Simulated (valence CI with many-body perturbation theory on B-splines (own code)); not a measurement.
Values are calculated unless marked as measured or tabulated.
# Level structure of Pm²²⁺

Method: valence CI with perturbative core correlation (CI+MBPT): three valence electrons over a frozen Dirac-Fock core [Kr], a basis of 7 s, 7 p, 8 d, 6 f, 4 g, 1 h functions for each j, with the one-electron correlation potential Σ1, the two-electron term Σ2, the three-electron term Σ3, Breit, model QED; selected CI, second order for the rest, scaled by the run's own slope (own B-spline code, finite nucleus).

No measured levels were compared; by estimate terms of the open shell hold to 2 to 4 % of their energy, and close levels can change places. Only levels of the ground parity were solved; by the run's estimate the other parity begins above the list, which can be wrong where configurations are misplaced.

Levels 1 to 19 of 19, with energies above the lowest level, (4d3/2^3) J=3/2. "Leading %" is the weight of the configuration and term that name the level; weights of strongly mixed levels are sums over their largest components and can fall short, so below about 35 % the name and the second component can differ from the true leading terms, or belong to a minority configuration. In the jj column 3d3/2^4 stands for four electrons in 3d with j = 3/2.

| No. | Configuration | Term | J | E (eV) | Leading % | Second component | Leading jj |
| --- | --- | --- | --- | --- | --- | --- | --- |
| 1 | 4d3 | 4F | 3/2 | 0.000 | 69 | 24 % 4d3 2D | 4d3/2^3 (86 %) |
| 2 | 4d3 | 4F | 5/2 | 3.894 | 91 | 8 % 4d3 2D | 4d3/2^2 4d5/2 (95 %) |
| 3 | 4d3 | 4F | 7/2 | 6.044 | 66 | 28 % 4d3 2G | 4d3/2^2 4d5/2 (76 %) |
| 4 | 4d3 | 4P | 3/2 | 6.136 | 44 | 32 % 4d3 2P | 4d3/2^2 4d5/2 (90 %) |
| 5 | 4d3 | 2G | 9/2 | 6.826 | 42 | 30 % 4d3 4F | 4d3/2^2 4d5/2 (89 %) |
| 6 | 4d3 | 4P | 1/2 | 7.194 | 67 | 33 % 4d3 2P | 4d3/2^2 4d5/2 (98 %) |
| 7 | 4d3 | 2G | 7/2 | 10.769 | 63 | 34 % 4d3 4F | 4d3/2 4d5/2^2 (83 %) |
| 8 | 4d3 | 4P | 5/2 | 10.952 | 80 | 13 % 4d3 2D | 4d3/2^2 4d5/2 (53 %) |
| 9 | 4d3 | 4F | 9/2 | 11.395 | 50 | 49 % 4d3 2H | 4d3/2 4d5/2^2 (80 %) |
| 10 | 4d3 | 2D | 3/2 | 12.817 | 43 | 41 % 4d3 4P | 4d3/2 4d5/2^2 (97 %) |
| 11 | 4d3 | 2P | 1/2 | 13.489 | 67 | 33 % 4d3 4P | 4d3/2 4d5/2^2 (98 %) |
| 12 | 4d3 | 2H | 11/2 | 14.132 | 100 |  | 4d3/2 4d5/2^2 (100 %) |
| 13 | 4d3 | 2D | 5/2 | 15.104 | 90 | 7 % 4d3 4F | 4d3/2 4d5/2^2 (63 %) |
| 14 | 4d3 | 2F | 5/2 | 15.939 | 73 | 14 % 4d3 2D | 4d3/2 4d5/2^2 (79 %) |
| 15 | 4d3 | 2F | 7/2 | 16.714 | 90 | 9 % 4d3 2G | 4d3/2 4d5/2^2 (92 %) |
| 16 | 4d3 | 2G | 9/2 | 17.722 | 58 | 22 % 4d3 2H | 4d5/2^3 (90 %) |
| 17 | 4d3 | 2P | 3/2 | 18.904 | 55 | 32 % 4d3 2D | 4d5/2^3 (68 %) |
| 18 | 4d3 | 2D | 3/2 | 23.600 | 94 |  | 4d3/2 4d5/2^2 (68 %) |
| 19 | 4d3 | 2D | 5/2 | 24.965 | 74 | 18 % 4d3 2F | 4d5/2^3 (81 %) |

Where two levels of one J and parity lie close, their mixing, g and order are uncertain.

The ionisation energy to 4d2 3F_2 of the next ion comes out as 690.39 eV (NIST: 689 ± 4 eV (theoretical)). All 19 levels together are meant to be complete up to 25.963 eV.
